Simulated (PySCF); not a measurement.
## Telling isomers of C₈H₁₃F apart by NMR

- GIAO PBE0/pcSseg-1 shieldings
- structure optimised with GFN2-xTB
- code: PySCF 2.14.0 with density-fitted response routines
- fast rotation and ring inversion assumed for equivalent nuclei, in vacuum, non-relativistic, single conformer

References, each an isolated molecule treated in the same way: ¹H and ¹³C vs TMS. Splittings of carbon signals by F and P are missing where no couplings were computed. Where no couplings were computed, multiplicities follow the n + 1 count of equivalent neighbours, and m marks all less simple cases (inequivalent or close neighbours, rings, F or P nearby). Shifts are as computed. Against solution values, carbons near 30 ppm lie about +3 ppm off and those near 130 ppm about +5 ppm. Of 1211 compounds with measured shifts, 218 miss one by over three times the rms of a fit or turn the order of signals round; such compounds aren't used in these exercises.

(1) Tabulate the signals of `F[C@@H]1C[C@@H]2CCCC[C@@H]21`, `C=C(CC)C(=C)CCF` and their relative energies.

(2) What is the quickest way to tell F[C@@H]1C[C@@H]2CCCC[C@@H]21 from C=C(CC)C(=C)CCF?

Results:

(1) 
```tsv
SMILES	carbon types	δC	δH	E rel. (kcal/mol)
F[C@@H]1C[C@@H]2CCCC[C@@H]21	3×CH 5×CH2	86.6, 40.8, 34.0, 29.0, 25.9, 24.6, 23.5, 23.2	5.00 (m, 1H), 2.49 (m, 1H), 2.25 (m, 1H), 2.17 (m, 1H), 1.80 (m, 1H), 1.76 (m, 1H), 1.72 (m, 1H), 1.69 (m, 1H), 1.63 (m, 1H), 1.53 (m, 1H), 1.43 (m, 1H), 1.29 (m, 1H), 0.96 (m, 1H)	0.0
C=C(CC)C(=C)CCF	2×C 5×CH2 1×CH3	159.3, 152.0, 120.2, 117.1, 86.8, 44.4, 36.3, 16.5	5.59 (br s, 1H), 5.46 (m, 1H), 5.34 (m, 1H), 5.30 (br s, 1H), 4.67 (m, 2H), 2.92 (m, 2H), 2.38 (q, 2H), 0.95 (t, 3H)	24.3
```

Energies are electronic energies at PBE0/pcSseg-1 on these geometries, without zero-point or thermal terms, each for the one conformer computed, which needn't be the lowest.

(2) Both give the same number of carbon signals, but DEPT or the intensities differ. The first has an sp3 CH bonded to F at 86.6 ppm, the second a fully substituted alkene carbon (C) at 159.3 ppm. In the proton spectra the most deshielded non-exchanging signals are 5.00 (m, 1H) and 5.59 (br s, 1H).
